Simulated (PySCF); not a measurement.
Stepwise substitution at one centre (B Br-I). Gas-phase values, no solvent. Strings in code marks are SMILES.

The LUMO from two functionals at the same geometries (B3LYP-D3(BJ)/def2-TZVP), both in PySCF: PBE-D3(BJ)/def2-TZVP and B3LYP-D3(BJ)/def2-TZVP. B3LYP has the VWN-RPA correlation part, as in Gaussian. 

```
species                                B3LYP-D3(BJ)/def2-TZVP (eV)
-------------------------------------  ---------------------------
0 of 3 Br replaced by I (`BrB(Br)Br`)                        -2.27
1 of 3 Br replaced by I (`BrB(Br)I`)                         -2.40
2 of 3 Br replaced by I (`BrB(I)I`)                          -2.52
3 of 3 Br replaced by I (`IB(I)I`)                           -2.64
```

Question: What does PBE-D3(BJ)/def2-TZVP give for each?

Answer: 
- 0 of 3 Br replaced by I (`BrB(Br)Br`): -2.96
- 1 of 3 Br replaced by I (`BrB(Br)I`): -3.06
- 2 of 3 Br replaced by I (`BrB(I)I`): -3.17
- 3 of 3 Br replaced by I (`IB(I)I`): -3.26
Over these rows, drawn at random from the members with no instability flagged (it was tested for open shells, ions and some series alone), PBE minus B3LYP-D3(BJ): mean -0.65 eV, from -0.68 eV to -0.62 eV.
